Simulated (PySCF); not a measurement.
Bond curve of Cs₂

Set-up: basis Cs def2-TZVPP with ECP46; scalar-relativistic core potentials; PySCF 2.14. Energies in eV from Cs + Cs in their ground configurations at the same level. State: ¹Σg⁺ (singlet), closed shell.

All columns are PBE0.

```tsv
R (Å)	E (eV)	HOMO (eV)	LUMO (eV)	Mayer bond order	⟨S²⟩
4.097	-0.290	-2.72	-1.09	1.01	0.00
4.288	-0.353	-2.68	-1.10	1.00	0.00
4.478	-0.391	-2.65	-1.12	1.00	0.00
4.621	-0.406	-2.63	-1.14	1.00	0.00
4.764	-0.410	-2.61	-1.16	1.00	0.00
4.907	-0.406	-2.58	-1.18	1.00	0.00
5.098	-0.390	-2.56	-1.21	1.00	0.00
5.336	-0.357	-2.53	-1.25	1.00	0.00
5.622	-0.304	-2.49	-1.30	1.00	0.00
6.003	-0.240	-2.57	-1.30	0.63	0.39
```

The closed-shell solution turns unstable on stretching: from about 6.00 Å a spin-polarised solution lies lower.

Closed-shell solutions of metal pairs were not tested for spin polarisation, which can lower them a little. ⟨S²⟩ of the unrestricted solution departs from its pure value on part of the curve, where spin states mix. Spin–orbit coupling is left out.
